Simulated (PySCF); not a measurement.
# Vertical excitation energies

C3HCl2NO.
Geometry (GFN2-xTB, Å), atoms numbered from 1 in this order:
```
atom  x, y, z in Å
Cl1   -2.2175   -1.5035    0.3647
C2    -0.8489   -0.5131    0.3668
C3    -0.6737    0.8333    0.2663
N4     0.6655    1.0959    0.3265
C5     1.2301   -0.0575    0.4562
Cl6    2.8724   -0.3657    0.5832
O7     0.3733   -1.0964    0.4896
H8    -1.3922    1.6164    0.1570
```

Computed with PySCF, TDDFT PBE0/def2-SVPD, vertical, gas phase, core orbitals frozen in the response.

| state | E (eV) | ν̃ (cm⁻¹) | f | symmetry | main configurations (H = HOMO, L = LUMO) |
| --- | --- | --- | --- | --- | --- |
| S1 | 5.75 | 46370 | 0.319 | A′ | H→L (97%) |
| S2 | 6.11 | 49250 | 0.0002 | – | H→L+1 (94%) |
| S3 | 6.41 | 51680 | 0.0016 | – | H-1→L (96%) |
| S4 | 6.70 | 54060 | 0.0028 | A″ | H→L+3 (68%), H→L+4 (26%) |
| S5 | 6.83 | 55070 | 0.0002 | – | H→L+4 (72%), H→L+3 (25%) |
| S6 | 6.87 | 55380 | 0.054 | A′ | H→L+2 (83%), H-2→L (12%) |

Triplets (Tamm–Dancoff): T1 3.83 eV, H→L (94%); T2 5.26 eV, H→L+2 (87%).

The lowest singlet comes at 216 nm (555 kJ/mol) in the ultraviolet; it is strong; its leading configuration is HOMO→LUMO (97%). The lowest level is also the most intense of those listed (f = 0.319). Löwdin shares by element: HOMO carbon 55%, chlorine 17% or more (atoms not listed hold the other 28%); LUMO carbon 41% or more, oxygen 18%, nitrogen 14% (atoms not listed hold the other 28%). Weighted by f, the mean energy of these states is 5.92 eV. Of the 6 states listed, 2 reach f = 0.01 and 2 stay under 0.0005. The oscillator strengths of these states sum to 0.377; summed over the whole spectrum of an exact calculation they would give the number of electrons, 68 (Thomas–Reiche–Kuhn). Symmetry labels in Cs follow from the direction of the transition dipole and are given only for states with f of 0.002 or more. The window holds the lowest 6 singlets.

On Arm Neoverse V2, one thread, shared host with 32 logical CPUs at a one-minute load of 18, this took 19 s of wall time (grids of density and orbitals included) and 0.70 GiB of memory at its peak.
